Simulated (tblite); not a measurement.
Species: H12O2Si5.
Atom-mapped SMILES: `[OH:1][Si@@:2]([SiH3:3])([O:4][SiH3:5])[SiH2:6][SiH3:7]` (hydrogens: H8 on O1; H9, H10, H11 on Si3; H12, H13, H14 on Si5; H15, H16 on Si6; H17, H18, H19 on Si7)

Computed with GFN2-xTB (tblite), gas phase: L-BFGS steps from a force-field or distance-geometry start until the largest atomic force falls under 0.01 eV/Å.

Step 42: E = -626.6258 eV
```
atom  x, y, z in Å  |  force x, y, z in eV/Å
O1     -0.3139    0.3214   -2.0947   -0.021  -0.065   0.010
Si2    -0.2379    0.6526   -0.4879   -0.016   0.054   0.012
Si3    -1.1569    2.7751   -0.3341   -0.032  -0.050  -0.014
O4     -1.2452   -0.4233    0.2604    0.023  -0.025  -0.005
Si5    -2.6314   -1.2497    0.2961    0.023   0.034  -0.053
Si6     1.8960    0.2015    0.2973   -0.046   0.073  -0.052
Si7     2.9033   -1.8836    0.3432    0.105  -0.149  -0.012
H8     -0.5135   -0.5543   -2.4190    0.037   0.054   0.011
H9     -0.4249    3.5863    0.6478    0.018  -0.010   0.014
H10    -2.5639    2.7989    0.0902   -0.039   0.019   0.010
H11    -1.1036    3.5228   -1.5937   -0.004   0.021  -0.027
H12    -2.2389   -2.6558    0.1843   -0.008   0.018   0.039
H13    -3.4645   -0.8659   -0.8478    0.024  -0.007   0.006
H14    -3.2926   -0.9031    1.5502    0.058  -0.013   0.011
H15     2.7642    1.0554   -0.5476   -0.001  -0.004   0.028
H16     2.0548    0.8356    1.6238   -0.032  -0.032  -0.002
H17     2.0181   -3.0452    0.1490   -0.029   0.101   0.019
H18     3.6184   -2.1416    1.6004   -0.030  -0.014  -0.005
H19     3.9226   -2.0174   -0.7097   -0.030  -0.004   0.011
```

Step 43: E = -626.6281 eV
```
atom  x, y, z in Å  |  force x, y, z in eV/Å
O1     -0.3062    0.3390   -2.1036   -0.003  -0.014   0.009
Si2    -0.2343    0.6622   -0.4954    0.023   0.061   0.013
Si3    -1.1650    2.7796   -0.3412   -0.026  -0.044  -0.006
O4     -1.2438   -0.4178    0.2406    0.038  -0.025   0.031
Si5    -2.6251   -1.2478    0.3032    0.018   0.013  -0.070
Si6     1.8964    0.1952    0.2978   -0.060   0.030  -0.052
Si7     2.9035   -1.8950    0.3457    0.065  -0.094  -0.017
H8     -0.5199   -0.5305   -2.4309    0.025  -0.008  -0.015
H9     -0.4430    3.5954    0.6439    0.025  -0.005   0.014
H10    -2.5719    2.7935    0.0812   -0.056   0.013   0.017
H11    -1.1221    3.5302   -1.5993    0.006   0.021  -0.031
H12    -2.2248   -2.6519    0.1947   -0.014   0.011   0.045
H13    -3.4669   -0.8763   -0.8378    0.004  -0.003   0.009
H14    -3.2708   -0.8966    1.5640    0.051  -0.011   0.006
H15     2.7752    1.0509   -0.5317    0.009   0.006   0.013
H16     2.0458    0.8184    1.6297   -0.030  -0.024   0.012
H17     2.0190   -3.0561    0.1513   -0.039   0.092   0.019
H18     3.6208   -2.1537    1.6000   -0.026  -0.014   0.021
H19     3.9231   -2.0294   -0.7044   -0.012  -0.004  -0.018
```

Step 44: E = -626.6296 eV
```
atom  x, y, z in Å  |  force x, y, z in eV/Å
O1     -0.3004    0.3513   -2.1095    0.010   0.022   0.010
Si2    -0.2315    0.6701   -0.5004    0.034   0.044   0.006
Si3    -1.1713    2.7824   -0.3463   -0.027  -0.010   0.002
O4     -1.2420   -0.4141    0.2267    0.053  -0.017   0.046
Si5    -2.6202   -1.2460    0.3068    0.015  -0.001  -0.057
Si6     1.8956    0.1910    0.2973   -0.041  -0.017  -0.034
Si7     2.9049   -1.9043    0.3473    0.018  -0.012  -0.013
H8     -0.5240   -0.5138   -2.4390    0.017  -0.047  -0.029
H9     -0.4555    3.6021    0.6412    0.022  -0.011   0.004
H10    -2.5787    2.7900    0.0751   -0.056   0.008   0.019
H11    -1.1352    3.5361   -1.6038    0.012   0.011  -0.021
H12    -2.2160   -2.6488    0.2033   -0.012  -0.002   0.044
H13    -3.4694   -0.8843   -0.8305   -0.012   0.005   0.001
H14    -3.2538   -0.8926    1.5733    0.046  -0.007  -0.002
H15     2.7835    1.0473   -0.5203    0.014   0.013   0.002
H16     2.0394    0.8054    1.6341   -0.031  -0.022   0.013
H17     2.0191   -3.0620    0.1535   -0.056   0.065   0.014
H18     3.6223   -2.1629    1.6001   -0.018  -0.014   0.042
H19     3.9235   -2.0375   -0.7009    0.012  -0.007  -0.047
```

**Question.** Estimate the geometry and energy of step 45. (The exact step hangs on the optimiser's Hessian estimate; all steps are aligned on step 44, rigid shifts and turns removed.)

**Answer.** E = -626.6307 eV, largest force 0.081 eV/Å
```
atom  x, y, z in Å  |  force x, y, z in eV/Å
O1     -0.2970    0.3592   -2.1132    0.017   0.045   0.011
Si2    -0.2292    0.6757   -0.5035    0.026   0.019  -0.005
Si3    -1.1760    2.7837   -0.3496   -0.030   0.026   0.006
O4     -1.2393   -0.4119    0.2192    0.063  -0.007   0.046
Si5    -2.6158   -1.2443    0.3082    0.015  -0.011  -0.030
Si6     1.8941    0.1881    0.2959   -0.007  -0.046  -0.009
Si7     2.9061   -1.9105    0.3480   -0.013   0.054  -0.005
H8     -0.5258   -0.5032   -2.4447    0.012  -0.070  -0.036
H9     -0.4630    3.6053    0.6396    0.016  -0.017  -0.007
H10    -2.5841    2.7881    0.0713   -0.049   0.004   0.017
H11    -1.1436    3.5397   -1.6071    0.015   0.001  -0.007
H12    -2.2106   -2.6465    0.2099   -0.007  -0.015   0.039
H13    -3.4705   -0.8892   -0.8257   -0.024   0.014  -0.011
H14    -3.2413   -0.8903    1.5788    0.041  -0.002  -0.007
H15     2.7887    1.0456   -0.5125    0.015   0.017  -0.004
H16     2.0338    0.7963    1.6367   -0.032  -0.024   0.007
H17     2.0175   -3.0638    0.1552   -0.072   0.036   0.008
H18     3.6225   -2.1692    1.6005   -0.013  -0.013   0.051
H19     3.9238   -2.0434   -0.6992    0.028  -0.010  -0.064
```

The energy changes by -0.0012 eV. The first-order estimate −F·Δx gives -0.0015 eV and the mean of the old and new forces, exact on a quadratic surface, -0.0012 eV. The step makes an angle of 78° with the force vector and moves no atom by more than 0.014 Å.

What follows is the cost of the whole relaxation. The run took 1.3 s wall on one thread, Arm Neoverse V2 (aarch64), no GPU, shared host with 96 logical CPUs at a one-minute load of 72.
